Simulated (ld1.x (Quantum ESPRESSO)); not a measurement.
# What the settings do to the TM potential of lutetium (Lu)

Base potential:

ld1.x (Quantum ESPRESSO) 7.5 input, shortened:

```
&input
   title='Lu', zed=71., rel=1, dft='PBE', iswitch=3,
   config='[Xe] 4f14 5d1 6s2 6p0'
 /
 &inputp
   pseudotype=2, tm=.true., lloc=-2, rcloc=1.75,
   nlcc=.false.
 /
4
6S  1  0   2.00   0.00  2.90  2.90  0.0
5P  2  1   6.00   0.00  2.10  2.10  0.0
5D  3  2   1.00   0.00  3.05  3.05  0.0
4F  4  3  14.00   0.00  1.15  1.15  0.0
 &test
   configts(1)='4f14 5p6 5d1 6s2 6p0'
 /
```

Cutoffs, loose and tight: the cutoffs (Ry, on a coarse ladder) from which the occupation-weighted sum of valence levels, in a spherical-Bessel basis at the reference potential, stays within 10 and 1 mRy of its value at 400 Ry. They do not see the model core or the augmentation charge, which bear on the density cutoff. Test errors are all-electron minus pseudo excitation energies from the reference, over the configurations 4f14 5p6 5d1 6s1 6p0; 4f14 5p6 5d1 6s0 6p0; 4f14 5p6 5d0 6s0 6p0; 4f13 5p6 5d2 6s2 6p0; 4f14 5p6 5d2 6s0 6p0; 4f14 5p5 5d1 6s2 6p0; 4f13 5p6 5d0 6s0 6p0. A dash means not determined; rows that change the core or the reference have their own tests. The largest error is taken over the tests solved by every variant that gives reliable tests at all: 4f13 5p6 5d0 6s0 6p0; 4f13 5p6 5d2 6s2 6p0; 4f14 5p6 5d0 6s0 6p0; 4f14 5p6 5d1 6s0 6p0; 4f14 5p6 5d2 6s0 6p0.

A true bound ghost makes a file unfit for plane-wave use even where its test errors are small: the radial tests pick states by their node count and pass the ghost by. Where a test does run into it, the solver fails or the error is huge.

Cutoffs are not given where the Bessel-basis levels miss the radial ones by over 6 mRy, ghosts where they miss by over 20 mRy; a channel whose overlap is not positive is not tested.

| change | outcome | cutoff, loose | cutoff, tight | bound ghosts | largest test error (meV) |
| --- | --- | --- | --- | --- | --- |
| base | generated | over 300 Ry | over 300 Ry | s | -408 |
| wave 4f (bound): rc 1.15 bohr becomes 4f (bound): rc 0.76 bohr | generated | – | – | s | -573 |
| wave 4f (bound): rc 1.15 bohr becomes 4f (bound): rc 0.86 bohr | generated | – | – | s | -553 |
| wave 4f (bound): rc 1.15 bohr becomes 4f (bound): rc 1.06 bohr | generated | over 300 Ry | over 300 Ry | s | -460 |
| wave 4f (bound): rc 1.15 bohr becomes 4f (bound): rc 1.16 bohr | generated | over 300 Ry | over 300 Ry | s | -408 |
| wave 4f (bound): rc 1.15 bohr becomes 4f (bound): rc 1.28 bohr | generated | 300 Ry | over 300 Ry | s | +372 |
| wave 4f (bound): rc 1.15 bohr becomes 4f (bound): rc 1.62 bohr | generated | 200 Ry | 300 Ry | s | +636 |

Question: What comes out with this change to the base: wave 4f (bound): rc 1.15 bohr becomes 4f (bound): rc 1.42 bohr?

Answer: outcome: generated; cutoff, loose: 230 Ry; cutoff, tight: over 300 Ry; bound ghosts: s; largest test error (meV): +486.

Question: What comes out with this change to the base: wave 4f (bound): rc 1.15 bohr becomes 4f (bound): rc 1.72 bohr?

Answer: outcome: generated; cutoff, loose: 180 Ry; cutoff, tight: 260 Ry; bound ghosts: s; largest test error (meV): +708.

Reading the sweep of the f radius (base included, trends over the rows without a ghost): Bound ghosts are found at 0.76, 0.86, 1.06, 1.15, 1.16, 1.28, 1.42, 1.62, 1.72 bohr. Every judged row has one, so this setting neither creates nor removes them.
